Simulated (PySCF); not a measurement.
Input file for PySCF: R-B3LYP/3-21G on PH3 (SMILES P).

```python
from pyscf import gto, scf, dft, mp
from pyscf.data.elements import chemcore

mol = gto.M(
    atom='''
    P    -0.32522285   -0.08998074    4.27360715
    H     0.84742164    0.27935837    3.56648297
    H    -0.56262562   -1.22365779    3.45491181
    H    -1.16045018    0.75117490    3.49496925
    ''',
    basis='3-21g',
    charge=0, spin=0, verbose=3, max_memory=1800)
mf = dft.RKS(mol, xc='b3lyp')
mf.conv_tol = 1e-8
mf.max_cycle = 100
mf.kernel()
if not mf.converged:
    mf = mf.newton().run(mf.mo_coeff, mf.mo_occ)
```

The log:

```
converged SCF energy = -341.393362697261
```

Self-consistency was reached.

Cost: roughly 0.27 core-seconds.
